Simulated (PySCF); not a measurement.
# Structure and vertical S1–T1 gap

Method used: TDA CAM-B3LYP/aug-cc-pVDZ excited states, vertical, gas phase (PySCF). Geometry: PBE0-D3(BJ)/def2-SVP.

Each molecule in one low-energy conformer.

Scalar relativity is left out, which matters for the atoms heavier than Zn.

Task: How does the vertical S1–T1 gap change along this series?
- COc1ccc(Br)cc1 (H on C replaced by OCH3)
- OCc1ccc(Br)cc1 (H on C replaced by CH2OH)
- C=Cc1ccc(Br)cc1 (H on C replaced by vinyl)

Result: 
| molecule | S1 (eV) | S1 from | f(S1) | T1 (eV) | T1 from | S1 − T1 (eV) | S0–T1 spin-orbit coupling (cm⁻¹) | S1–T1 spin-orbit coupling (cm⁻¹) |
| --- | --- | --- | --- | --- | --- | --- | --- | --- |
| COc1ccc(Br)cc1 | 5.01 | HOMO→LUMO+1 | 0.032 | 3.86 | HOMO→LUMO+4 | 1.15 | 1.00 | 0.28 |
| OCc1ccc(Br)cc1 | 5.24 | HOMO→LUMO+3 | 0.005 | 3.92 | HOMO→LUMO+1 | 1.32 | 1.33 | 0.52 |
| C=Cc1ccc(Br)cc1 | 4.88 | HOMO→LUMO+2 / HOMO→LUMO | 0.173 | 3.12 | HOMO→LUMO | 1.77 | 0.26 | 0.23 |

The vertical S1–T1 gap is lowest for COc1ccc(Br)cc1 and highest for C=Cc1ccc(Br)cc1.
